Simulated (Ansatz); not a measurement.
The first iterations of a band of CH3BBrGeN (8 atoms, charge 0, multiplicity 1).

The calculation used RKS PBE-D4/def2-SVP (Ansatz 0.2.0).

- movable images: 5
- climbing image: yes
- spring: 5.0 eV/Å²
- optimiser: quadratic models (default)
- start path: through a guess of the saddle point
- force threshold: 0.05 eV/Å
- iteration limit: 60
- end points: relaxed

First end point:

```xyz
8
Properties=species:S:1:pos:R:3
Br -2.918 -0.200 1.060
B -1.145 0.114 0.456
N -0.227 1.107 1.031
C 0.900 0.730 0.485
Ge 0.302 -0.686 -0.834
H 1.868 1.187 0.799
H 0.388 -0.199 -2.308
H 0.924 -2.109 -0.745
```

Last end point:

```xyz
8
Properties=species:S:1:pos:R:3
Br -2.349 -0.567 0.770
B -0.815 0.303 -0.013
N -0.190 1.516 0.501
C 0.803 0.666 0.449
Ge 1.002 -0.643 -1.166
H 1.675 0.712 1.144
H -0.685 -0.018 -1.297
H 0.651 -2.027 -0.443
```

| iteration | highest image above the first end (eV) | largest band force component (eV/Å) |
| --- | --- | --- |
| 1 | 3.837 | 8.934 |
| 2 | 2.064 | 3.442 |
| 3 | 1.505 | 1.897 |
| 4 | 1.246 | 1.218 |

Does the band converge within its limit, and where does its top end?

It converged. It ended after 14 iterations with the highest image 0.755 eV above the first end. A vibrational analysis at the climbing image gives one clearly imaginary mode, 367i cm⁻¹: a first-order saddle point.

Time of the run: 3.4 min on 2 threads of Arm Neoverse V1, on a shared host, peak memory 0.16 GiB.
